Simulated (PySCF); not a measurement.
Electron correlation in B (boron, neutral)

[He] 2s1 2p2, high-spin 4P determinant (an excited configuration). Calculation: PySCF 2.14, in x2c-TZVPPall with one added diffuse shell each of s, p, d type (6s4p3d1f, 40 functions); the spin-free X2C one-electron Hamiltonian (Gaussian nucleus). Frozen: 1s2; 3 electrons correlated.

| level | correlation energy (mhartree) |
| --- | --- |
| CCSD | -15.86 |
| (T) | -0.09 |
| CCSD(T) | -15.95 |
| CCSDT | -15.99 |

Diagnostics: T1 = 0.0042, D1 = 0.0066, largest double amplitude 0.034.

Is a single reference adequate?

Yes: T1 lies below 0.03 and no double amplitude reaches 0.07.
